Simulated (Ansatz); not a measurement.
Compare A (`O=C(O)C[SiH3]`) with its isomer B (`[SiH3]OC1CO1`).

Calculated with Ansatz (gas phase, PBE0-D4/def2-TZVP geometries, no zero-point term in ΔE). CCSD(T)/CBS is the MP2 limit (def2-TZVPP, def2-QZVPP) plus CCSD(T) − MP2 in def2-TZVPP, frozen cores. DFT in def2-TZVPP. B3LYP here is the variant with VWN-RPA as its local correlation; programs differ in this. One conformer a species, not always the lowest.

A:

```xyz
11

O    -0.802   -1.602   -0.381
C    -0.233   -1.060    0.529
O    -0.032   -1.664    1.712
C     0.325    0.328    0.488
Si    0.022    1.156   -1.179
H    -0.423   -2.547    1.642
H     1.394    0.285    0.716
H    -0.120    0.911    1.301
H     0.608    2.522   -1.114
H     0.692    0.400   -2.265
H    -1.431    1.271   -1.448
```

B:

```xyz
11

Si    0.376    1.596    0.545
O     1.047    0.275   -0.208
C     0.494   -0.974   -0.139
C    -0.792   -1.279   -0.752
O    -0.646   -1.121    0.667
H     1.264    2.714    0.151
H    -1.004    1.859    0.062
H     0.368    1.441    2.020
H     1.250   -1.747   -0.021
H    -1.026   -2.288   -1.080
H    -1.331   -0.476   -1.246
```

(1) Which isomer does CCSD(T)/CBS put lower? Give the gap. (Best estimate.)

(2) Give E(B) − E(A) in kcal/mol with ωB97M-V, B2PLYP, B3LYP-D4, PBE-D4, CCSD(T)/def2-TZVPP, r2SCAN-D4, CCSD/def2-TZVPP. (Best estimate.)

Largest T1 diagnostic: 0.014.

Answers

(1) Ansatz gave: A, by 22.9 kcal/mol.

(2) Ansatz gave: ωB97M-V 23.6, B2PLYP 24.1, B3LYP-D4 24.4, PBE-D4 25.0, CCSD(T)/def2-TZVPP 23.2, r2SCAN-D4 24.1, CCSD/def2-TZVPP 22.8. None reverses the order clearly.

From PBE to PBE0 (25 % exact exchange), in def2-TZVPP and without D4, E(B) − E(A) moves by −1.1 kcal/mol. In def2-TZVPP, CCSD(T) changes the Hartree–Fock value by −1.1 kcal/mol (the triples alone add +0.5 kcal/mol) and MP2 by −1.7 kcal/mol.
